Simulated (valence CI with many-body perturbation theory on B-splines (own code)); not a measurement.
## Hyperfine factors and g values of Bi

Calculated by valence CI with perturbative core correlation (CI+MBPT): five valence electrons over a frozen Dirac-Fock core [Xe] 4f14 5d10, a basis of 10 s, 10 p, 9 d, 7 f, 4 g, 2 h functions for each j, with the one-electron correlation potential Σ1, the two-electron term Σ2, the three-electron term Σ3, Breit, model QED; selected CI, second order for the rest, scaled by the run's own slope (own B-spline code, finite nucleus).

Against 16 measured levels this calculation errs by 234 cm⁻¹ on average and by 549 at most. These come from a selection out of the NIST Handbook of Basic Atomic Spectroscopic Data. Levels without a partner in it may be off by more. Among the levels kept, up to 380 cm⁻¹ of a level comes from second order outside the variational space, and about a tenth of that is noise between levels of different J, which matters for small intervals.

A/g_I is the dipole constant over the nuclear g factor μ/I (μ in nuclear magnetons, uniformly magnetised nucleus), B/Q the quadrupole constant per barn. Both hold the static response of the core; the bare values leave it out. Large factors of s and p1/2 electrons are usually good to 5 to 10 %; those of open d and f shells near neutrality can be off by tens of per cent, and small factors of p3/2, d and f electrons come from cancelling terms and can be off by a factor of two or in sign, in half-filled shells by more. B is blank for J = 1/2, where it vanishes, and for nearly pure S terms. Energies count from the lowest level.

Levels are named by their leading jj configuration (3d3/2^4 stands for four electrons in 3d with j = 3/2), which in mixed levels can hold well under half, so a name can repeat and another be missing. Letters in brackets count levels of one name in rising energy.

| Level | E (cm⁻¹) | g | A/g_I (MHz) | A/g_I bare | B/Q (MHz/b) | B/Q bare |
| --- | --- | --- | --- | --- | --- | --- |
| (6s^2 6p1/2^2 6p3/2) J=3/2 | 0.0 | 1.633 | -456 | -678 | 685 | 532 |
| (6s^2 6p1/2 6p3/2^2) J=3/2 | 11541 | 1.243 | -1400 | -1300 | 1360 | 1130 |
| (6s^2 6p1/2 6p3/2^2) J=5/2 | 15548 | 1.201 | 2580 | 2310 | -97.3 | -75.9 |
| (6s^2 6p1/2 6p3/2^2) J=1/2 | 21704 | 0.666 | 11800 | 10900 |  |  |
| (6s^2 6p1/2^2 7s) J=1/2 | 32356 | 2.099 | 5150 | 4710 |  |  |
| (6s^2 6p3/2^3) J=3/2 | 33419 | 1.261 | 458 | 359 | -2180 | -1790 |
| (6s^2 6p1/2^2 7p1/2) J=1/2 | 40743 | 0.670 | 852 | 787 |  |  |
| (6s^2 6p1/2^2 7p3/2) J=3/2 | 42555 | 1.339 | 76.3 | 55.7 | 50.9 | 38.5 |
| (6s^2 6p1/2^2 6d3/2) J=3/2 | 43553 | 0.802 | 95.3 | 84.2 | -129 | -128 |
| (6s^2 6p1/2^2 6d5/2) J=5/2 | 44438 | 1.207 | 9.20 | 3.53 | -240 | -223 |
| (6s^2 6p1/2 6p3/2 7s) J=3/2 [a] | 44925 | 1.686 | -112 | -208 | 1410 | 1150 |
| (6s^2 6p1/2 6p3/2 7s) J=1/2 | 45924 | 1.351 | -4140 | -3950 |  |  |
| (6s^2 6p1/2^2 8s) J=1/2 | 46824 | 1.913 | 550 | 474 |  |  |
| (6s^2 6p1/2 6p3/2 7s) J=5/2 | 48503 | 1.405 | 3880 | 3480 | 317 | 219 |
| (6s^2 6p1/2^2 8p1/2) J=1/2 | 49387 | 0.668 | 270 | 249 |  |  |
| (6s^2 6p1/2 6p3/2 7s) J=3/2 [b] | 49413 | 1.013 | 2800 | 2470 | 291 | 220 |
| (6s^2 6p1/2^2 8p3/2) J=3/2 | 49984 | 1.334 | 21.9 | 15.1 | 35.3 | 28.1 |
| (6s^2 6p1/2^2 7d3/2) J=3/2 | 50638 | 0.821 | 555 | 500 | 10.4 | -1.03 |
| (6s^2 6p1/2^2 7d5/2) J=5/2 | 50736 | 1.202 | 21.3 | 17.8 | -56.6 | -56.6 |
| (5f7/2 6s^2 6p1/2^2) J=7/2 | 51351 | 1.143 | 0.689 | 0.505 | -34.1 | -30.7 |
| (5f5/2 6s^2 6p1/2^2) J=5/2 | 51355 | 0.857 | 1.48 | 1.26 | -28.0 | -25.2 |
| (6s^2 6p1/2^2 9s) J=1/2 | 51692 | 2.006 | 580 | 533 |  |  |
| (6s^2 6p1/2^2 9p1/2) J=1/2 | 52917 | 0.668 | 114 | 105 |  |  |

(1) Take the isotope of mass number 207, with I = 9/2, μ = 4.0729 μN, leaving out the quadrupole term. What is the hyperfine structure of (6s^2 6p1/2^2 7p1/2) J=1/2?

Answers

(1) From the table A = 771 MHz. Shifts from the centre of gravity in MHz: F = 4: -2120, F = 5: 1730.
